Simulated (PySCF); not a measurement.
AlFBr2, SMILES [F][Al]([Br])[Br]. Atoms are numbered in the order given.

```xyz
4

Al     0.0000     0.0000    -0.6574
F      0.0000     0.0000    -2.3129
Br     0.0000     1.9555     0.4195
Br     0.0000    -1.9555     0.4195
```

Geometry: B3LYP-D3(BJ)/def2-SVP. The structure was generated by enumeration; whether it is a known compound was not checked.

Two levels are set side by side: PBE/pcSseg-1 (PySCF) and KT2/pcSseg-1 (PySCF). GIAO shifts against CFCl3 (¹⁹F) at the same level; non-relativistic, no solvent, atoms listed together averaged. Without spin–orbit terms, shifts of atoms bonded to Cl or Br come out too high at both levels. Differences are taken from unrounded values.

| quantity | KT2 |
|---|---|
| δ(¹⁹F) of F2 (ppm) | -143.1 |

Question: What does PBE give, and how far is it from KT2? (Estimate from the structure and the level; the computed values follow.)

Answer: 
```tsv
quantity	PBE	PBE minus KT2
δ(¹⁹F) of F2 (ppm)	-138.1	5.1
```

Rough cost on one machine, each run with all the roots and properties that it gave: KT2 against PBE within a factor of 2.
